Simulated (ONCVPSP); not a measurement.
## u(r) = r·R(r): atom against pseudo-atom (Li (Z = 3))

Columns: radius, all-electron u(r) and pseudo u(r) of the 1s shell (level -53.70 eV) of lithium in the configuration 1s2 2s0.75; PBE, scalar-relativistic, ONCV scheme, ONCVPSP 4.0.1.

```csv
r (bohr),all-electron,pseudo
0.062,0.4790,0.3002
0.125,0.8007,0.5837
0.188,1.0017,0.8268
0.250,1.1145,1.0136
0.312,1.1670,1.1417
0.375,1.1772,1.2127
0.438,1.1570,1.2301
0.500,1.1172,1.2049
0.562,1.0645,1.1498
0.625,1.0029,1.0748
0.688,0.9371,0.9910
0.750,0.8708,0.9074
0.812,0.8050,0.8273
0.875,0.7399,0.7518
0.938,0.6776,0.6831
1.000,0.6194,0.6215
1.062,0.5647,0.5653
1.125,0.5129,0.5130
1.188,0.4649,0.4649
1.250,0.4213,0.4213
1.312,0.3811,0.3811
1.375,0.3438,0.3437
1.438,0.3096,0.3096
1.500,0.2790,0.2790
1.562,0.2511,0.2511
1.625,0.2253,0.2253
```

**Question.** How many radial nodes do the two functions have?

**Answer.** The all-electron 1s function has n − l − 1 = 0; the pseudo-wave has 0.

**Question.** At about which radius was the pseudo-wave matched?

**Answer.** 1.25 bohr. The columns agree to 0.0005 from 1.12 bohr on; several derivatives are matched, so the curves merge somewhat inside the radius.

**Question.** Where does each function peak?

**Answer.** Outermost all-electron maximum near 0.38 bohr, pseudo maximum near 0.44 bohr (to the table’s step).

**Question.** Is the pseudo-wave norm-conserving?

**Answer.** Yes: the ONCV scheme keeps the norm inside the radius equal to the all-electron one, which fixes the energy derivative of the logarithmic derivative at the level.
